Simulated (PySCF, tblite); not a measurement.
Isomers of C7H8OS. Computed with GFN2-xTB (tblite): harmonic, unscaled wavenumbers at the GFN2-xTB geometry, gas phase. Errors from tens to a few hundred cm⁻¹ against measured bands are possible. Modes of hydrogen on sulfur can be 10 to 20 % off. One conformer each.

Electronic energies: PBE0/pcSseg-1 single points on the GFN2-xTB geometries (PySCF, gas phase).

| SMILES | electronic energy, lowest = 0 (kcal/mol) |
| --- | --- |
| C[S@](=O)c1ccccc1 | 23.4 |
| C#CCC[S@](=O)CC#C | 117.9 |
| COc1ccc(S)cc1 | 0.0 |

Q: How do GFN2-xTB zero-point energies change the relative energies?

A: 
```csv
SMILES,ZPE (kcal/mol),of it from modes above 1550 cm⁻¹,electronic (kcal/mol),"with ZPE, lowest = 0 (kcal/mol)",lowest mode (cm⁻¹),rings
COc1ccc(S)cc1,79.9,38.4,0.0,0.0,75,1
C[S@](=O)c1ccccc1,80.8,39.7,23.4,24.4,52,1
C#CCC[S@](=O)CC#C,77.7,41.9,117.9,115.7,20,0
```

The zero-point energies span 3.1 kcal/mol, from `C#CCC[S@](=O)CC#C` to `C[S@](=O)c1ccccc1`. The order is unchanged.

Q: And how do the electronic energies of GFN2-xTB itself compare?

A: `COc1ccc(S)cc1` 0.0; `C[S@](=O)c1ccccc1` 17.1; `C#CCC[S@](=O)CC#C` 95.8 kcal/mol, lowest = 0. Against the energies above, taken from the same isomer `COc1ccc(S)cc1`, the largest difference is 22.1 kcal/mol.
